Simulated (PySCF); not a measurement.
Si(vinyl)2(NHMe)2, C6H14N2Si.
Structure used (PBE0-D3(BJ)/def2-SVP), in Å, numbered top down from 1:
```
atom  x, y, z in Å
Si1   -0.100    0.329    0.077
C2    -0.227    0.650    1.920
C3    -0.803   -0.229    2.748
H4     0.188    1.570    2.357
H5    -1.229   -1.165    2.368
H6    -0.881   -0.063    3.829
C7     1.712    0.192   -0.389
C8     2.711    0.110    0.498
H9     1.977    0.201   -1.457
H10    2.517    0.091    1.577
H11    3.764    0.056    0.197
N12   -0.940    1.630   -0.695
C13   -1.067    1.799   -2.121
H14   -1.107    2.470   -0.155
H15   -0.301    2.462   -2.568
H16   -0.977    0.817   -2.613
H17   -2.056    2.203   -2.400
N18   -0.862   -1.131   -0.451
C19   -0.283   -2.448   -0.531
H20   -1.872   -1.107   -0.542
H21   -0.528   -2.954   -1.482
H22    0.814   -2.372   -0.481
H23   -0.594   -3.121    0.291
```

Method used: PySCF 2.14.0, density-fitted response routines, TDDFT CAM-B3LYP/def2-SVPD, vertical, gas phase, core orbitals frozen in the response.

Transition dipole moments from the ground state, in atomic units and in the frame of the coordinates above (overall signs are arbitrary), for the states with f of 0.002 or more among the lowest 8:

```
state  E (eV)      μx      μy      μz
   S1   5.661   0.163  -0.035   0.126
   S2   5.910   0.324  -0.167   0.124
   S3   5.940   0.235   0.001  -0.041
   S4   6.195  -0.127   0.186  -0.117
   S6   6.435   0.226  -0.173   0.225
   S7   6.970   0.805   0.092   0.103
   S8   7.095  -0.151   0.031  -0.149
```

Q: Work out the oscillator strengths.

A: f = (2/3) ΔE |μ|² with ΔE in hartree (27.2114 eV).

```tsv
state	|μ|² (au)	|μ| (D)	f
S1	0.044	0.53	0.006
S2	0.149	0.98	0.022
S3	0.057	0.61	0.008
S4	0.064	0.65	0.010
S6	0.132	0.92	0.021
S7	0.667	2.08	0.114
S8	0.046	0.54	0.008
```

Q: Which bond between heavy atoms lies closest to the direction of the S7 transition dipole?

A: Si1–C7, at 24° from it; next C7–C8 at 36°.

Q: What angle do the transition dipoles of S6 and S7 make?

A: |cos θ| = |μa·μb| / (|μa| |μb|) = 0.64, so θ ≈ 50° (taken between 0 and 90°, since the signs are arbitrary).

Q: How is the summed strength of these states shared among x, y and z?

A: (2/3) Σ ΔE μα² gives 0.152 for x, 0.016 for y and 0.020 for z, 0.188 in all.

Q: What peak molar absorption coefficient would the strongest computed level give as a lone Gaussian band 0.3 eV wide at half height?

A: ε(max) = 2.175×10⁸ f / FWHM, with the width in cm⁻¹. S7: 2.175×10⁸ × 0.1138 / 2420 ≈ 10000 L mol⁻¹ cm⁻¹.

One conformer stands for the species.
